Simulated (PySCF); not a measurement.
NMR data sheet: C5H12OSi2

| Property | Result |
| --- | --- |
| Formula | C5H12OSi2 |
| SMILES | C=CC(=C)O[SiH2]C[SiH3] |
| Point group of the computed structure | C1 |
| Degrees of unsaturation | 2 |
| Carbon signals | 5 |
| Proton signals | 8 |

Molfile (atoms numbered from 1):
```
C5H12OSi2
     RDKit          3D

 20 19  0  0  0  0  0  0  0  0999 V2000
   -3.0767   -1.5887   -0.5962 C   0  0  0  0  0  0  0  0  0  0  0  0
   -2.3316   -1.5007    0.4983 C   0  0  0  0  0  0  0  0  0  0  0  0
   -1.2217   -0.5624    0.6564 C   0  0  0  0  0  0  0  0  0  0  0  0
   -0.5307   -0.4748    1.7938 C   0  0  0  0  0  0  0  0  0  0  0  0
   -0.9781    0.2080   -0.4248 O   0  0  0  0  0  0  0  0  0  0  0  0
    0.1165    1.3346   -0.8381 Si  0  0  0  0  0  4  0  0  0  0  0  0
    1.8284    0.6110   -1.2335 C   0  0  0  0  0  0  0  0  0  0  0  0
    2.8296   -0.1306    0.1997 Si  0  0  0  0  0  4  0  0  0  0  0  0
   -2.8915   -0.9539   -1.4461 H   0  0  0  0  0  0  0  0  0  0  0  0
   -3.8913   -2.2875   -0.6748 H   0  0  0  0  0  0  0  0  0  0  0  0
   -2.5206   -2.1325    1.3545 H   0  0  0  0  0  0  0  0  0  0  0  0
   -0.7653   -1.1050    2.6311 H   0  0  0  0  0  0  0  0  0  0  0  0
    0.2766    0.2247    1.9103 H   0  0  0  0  0  0  0  0  0  0  0  0
   -0.5481    1.8338   -2.0392 H   0  0  0  0  0  0  0  0  0  0  0  0
    0.2483    2.3746    0.1876 H   0  0  0  0  0  0  0  0  0  0  0  0
    1.7133   -0.1573   -1.9997 H   0  0  0  0  0  0  0  0  0  0  0  0
    2.4204    1.4028   -1.6923 H   0  0  0  0  0  0  0  0  0  0  0  0
    2.9113    0.8243    1.3106 H   0  0  0  0  0  0  0  0  0  0  0  0
    4.1922   -0.4176   -0.2630 H   0  0  0  0  0  0  0  0  0  0  0  0
    2.2138   -1.3762    0.6624 H   0  0  0  0  0  0  0  0  0  0  0  0
  1  2  2  0
  2  3  1  0
  3  4  2  0
  3  5  1  0
  5  6  1  0
  6  7  1  0
  7  8  1  0
  1  9  1  0
  1 10  1  0
  2 11  1  0
  4 12  1  0
  4 13  1  0
  6 14  1  0
  6 15  1  0
  7 16  1  0
  7 17  1  0
  8 18  1  0
  8 19  1  0
  8 20  1  0
M  END
```

Level of theory: GFN2-xTB structure, shieldings: GIAO PBE0/pcSseg-1, in PySCF 2.14 (no relativistic terms, isolated molecule, equivalent nuclei averaged, one computed conformer).

Scale: TMS for ¹H, ¹³C, ²⁹Si; H2O for ¹⁷O (reference shieldings calculated alike).

| carbon | δC, type | δH (multiplicity) | HMBC from (2–3 bonds) | span of the C tensor (ppm) |
| --- | --- | --- | --- | --- |
| C1 | 123.6, CH2 | H9 6.03 (m); H10 5.56 (m) | H11 | 224 |
| C2 | 141.4, CH | 6.33 (m) | H9, H10, H12, H13 | 210 |
| C3 | 164.0, C | – | H11, H9, H10, H14/H15, H12, H13 | 194 |
| C4 | 99.3, CH2 | H12 4.56 (br s); H13 4.35 (br s) | H11 | 155 |
| C7 | -5.6, CH2 | -0.09 (m) | H14/H15, H18/H19/H20 | 33 |

Other nuclei:
```
      atoms  nucleus                           environment  δ (ppm)  σ (ppm)
    H14/H15       ¹H  hydrogen on a silicon bonded to C, O     5.28    26.44
H18/H19/H20       ¹H     hydrogen on a silicon bonded to C     4.18    27.54
        Si6     ²⁹Si           silicon bonded to C, O, 2 H    -22.2    371.4
        Si8     ²⁹Si              silicon bonded to C, 3 H    -70.7    419.9
         O5      ¹⁷O                oxygen bonded to C, Si    107.4    228.7
```

- Carbon types of the structure: 1 × C, 1 × CH, 3 × CH2, leaving 5 H on heteroatoms.
- δC 164.0: alkene carbon bearing oxygen; an sp2 carbon further deshielded by the attached heteroatom.
- δC 141.4: alkene CH; as expected for a trigonal carbon in a double bond.
- δC 123.6: terminal =CH2 carbon; an sp2 carbon of a C=C bond.
- δC 99.3: β carbon of an enol-ether or enamine type C=C; the O or N lone pair pushes π density onto this β carbon and shields it.
- δH 6.03, 5.56: hydrogen on a terminal =CH2 carbon; olefinic region.

Shifts are as computed. Against solution values, carbons near 30 ppm lie about +3 ppm off and those near 130 ppm about +5 ppm. Of 1211 compounds with measured shifts, 218 miss one by over three times the rms of a fit or turn the order of signals round; such compounds aren't used in these exercises. Experimental scales use liquid or dissolved standards, which lie at an offset from isolated H2O (liquid H2O: subtract about 36 ppm). No couplings were computed; multiplicities are counted from neighbouring protons, with m where these are inequivalent, close in shift, in a saturated or five-membered ring or joined by F or P, and br s for small geminal =CH2 splittings.
